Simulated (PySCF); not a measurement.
# Pb: excitation energy

Pb [Xe] 4f14 5d10 6s2 6p2 (3P) → Pb [Xe] 4f14 5d10 6s1 6p3 (5S), as a difference of total energies. Calculation: PySCF 2.14, in aug-cc-pwCVTZ-PP with ECP60MDF (8s7p6d4f1g, 96 functions); scalar relativity through the core potential. Correlated levels: valence: 5s2 5p6 5d10 frozen. The calculations carry no spin-orbit coupling.

```json
{"method": "UHF", "excitation energy (eV)": "4.699"}
{"method": "MP2 (valence)", "excitation energy (eV)": "5.367"}
{"method": "SCS-MP2 (valence)", "excitation energy (eV)": "5.668"}
{"method": "CCSD (valence)", "excitation energy (eV)": "5.500"}
{"method": "CCSD(T) (valence)", "excitation energy (eV)": "5.525"}
```

**Question.** How much does correlation contribute at CCSD(T) (valence)?

**Answer.** 5.525 − (4.699) = 0.826 eV, measured against UHF.

Spin-orbit coupling is strong in these open shells (close to jj coupling). The scalar numbers leave it out and a first-order estimate fails, so it can dominate the gap to the real levels.
